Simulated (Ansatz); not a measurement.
One geometry of MoO₃, several levels of theory.

```yaml
crystal:
  periodic: [false, false, false]
  atoms:
    - {symbol: Mo, position_ang: [-0.373410, 0.215984, -0.523185]}
    - {symbol: O, position_ang: [-1.708806, 0.938271, 0.181582]}
    - {symbol: O, position_ang: [0.693340, -1.208047, 0.158665]}
    - {symbol: O, position_ang: [1.388867, 0.053791, 0.182938]}
basis:
  gaussian: {orbitals: def2-TZVPD, initial_orbitals: start.molden}
hamiltonian: {xc: r2scan, dispersion: d4}
scf: {omitted_lower_state_checks: [starts]}
output: {orbitals: {seedname: orbitals}}
```

The file start.molden holds the orbitals of an earlier run on this structure, at another level or in another basis.

```sh
$ ansatz run in.yaml --threads 4 --pin off --events-out ev --progress --plain --max-ram 3916MiB
```

Output, abridged:

```
Functional definition: r2SCAN
860 factors; their error is unknown
mean field evaluation 1: about -7995.7118 eV, gradient 7.3e0 eV
mean field evaluation 2: about -7995.8524 eV, gradient 1.7e-1 eV
mean field evaluation 4: about -7995.8366 eV, gradient 1.2e-3 eV
mean field -7995.83659859 eV, -293.8415752256 hartree, gradient 2.4e-5 eV, S^2 0.000000; 0 other end points of the search recorded, 0 dependent functions left out
reference -7995.83662165 eV, -293.8415760728 hartree; 19, 19 occupied and 141, 141 virtual orbitals, 860 factors
Total energy: -7995.85544973 eV, -293.8422679922 hartree
Checks for a lower state left out: starts
```

Hardware: 4 threads of Intel Xeon Platinum 8375C on a shared host. Wall time 1.7 s.

First input, but with `gaussian: {orbitals: def2-SVP, initial_orbitals: start.molden}`, `hamiltonian: {xc: pbe, dispersion: d4}` (abridged; 0.55 s):

```
Functional definition: PBE
mean field -7984.75517887 eV, -293.4343405622 hartree, gradient 1.4e-5 eV, S^2 0.000000
Total energy: -7984.84186276 eV, -293.4375261363 hartree
Checks for a lower state left out: starts
```

As the first input, with `gaussian: {orbitals: def2-TZVP, initial_orbitals: start.molden}`, `hamiltonian: {xc: pbe, dispersion: d4}` (abridged; 0.8 s):

```
Functional definition: PBE
mean field -7992.86588979 eV, -293.7324036907 hartree, gradient 8.7e-5 eV, S^2 0.000000
Total energy: -7992.95257673 eV, -293.7355893771 hartree
Checks for a lower state left out: starts
```

As the first input, with `gaussian: {orbitals: def2-SVP, initial_orbitals: start.molden}`, `hamiltonian: {xc: pbe0, dispersion: d4}` (abridged; 0.65 s):

```
Functional definition: PBE0
mean field -7982.36629496 eV, -293.3465506975 hartree, gradient 2.2e-5 eV, S^2 0.000000
Total energy: -7982.43873652 eV, -293.3492128757 hartree
Checks for a lower state left out: starts
```

The first input with `gaussian: {orbitals: def2-TZVP, initial_orbitals: start.molden}`, `output: {forces: true, orbitals: {seedname: orbitals}}` (abridged; 1.7 s):

```
Functional definition: r2SCAN
mean field -7995.76017440 eV, -293.8387666882 hartree, gradient 1.1e-5 eV, S^2 0.000000
Total energy: -7995.77902281 eV, -293.8394593545 hartree
Atom 0 force    -0.007432     0.002834    -0.004180 eV/Å
Atom 1 force     0.005509    -0.002556     0.000394 eV/Å
Atom 2 force     0.001737     0.002083     0.001361 eV/Å
Atom 3 force     0.000187    -0.002360     0.002425 eV/Å
Dipole moment:    -0.142120     0.092224    -0.714317 e Å
Checks for a lower state left out: starts
```

The first input with `hamiltonian: {xc: pbe, dispersion: d4}` (abridged; 1 s):

```
Functional definition: PBE
mean field -7992.94310664 eV, -293.7352413577 hartree, gradient 2.1e-5 eV, S^2 0.000000
Total energy: -7993.02979245 eV, -293.7384270023 hartree
Checks for a lower state left out: starts
```

As the first input, with `gaussian: {orbitals: STO-3G}`, `hamiltonian: {xc: hf}` (abridged; 0.35 s):

```
Functional definition: HF
mean field evaluation 16: about -113128.0987 eV, gradient 4.1e0 eV
mean field -113129.62040640 eV, -4157.4368679242 hartree, gradient 3.0e-5 eV, S^2 0.000000
Total energy: -113129.62040640 eV, -4157.4368679242 hartree
Checks for a lower state left out: starts
```

Geometry: r2SCAN-D4/def2-TZVP.

In the def2 sets Mo takes a core potential, while STO-3G treats all electrons; there is no spin–orbit coupling. The structure holds one bond between oxygen atoms, so isomers without such links may lie far lower. The restricted singlet is unstable towards broken spin symmetry at other levels; at r2SCAN-D4/def2-TZVPD, PBE-D4/def2-SVP, PBE0-D4/def2-SVP, PBE-D4/def2-TZVPD this wasn't settled. At PBE-D4/def2-TZVP, r2SCAN-D4/def2-TZVP the restricted singlet is unstable: a solution with broken spin symmetry lies lower. The restricted singlet is unstable towards broken spin symmetry in Hartree–Fock (as tested in another run); at HF/STO-3G this wasn't settled. The geometry of the singlet was relaxed on an unsound state (restricted singlet, unstable towards broken spin symmetry). At PBE0-D4/def2-TZVP a triplet of charge 0 lies 0.36 eV below the restricted singlet, each at its own geometry. The structure comes from a short search, and lower isomers may exist.
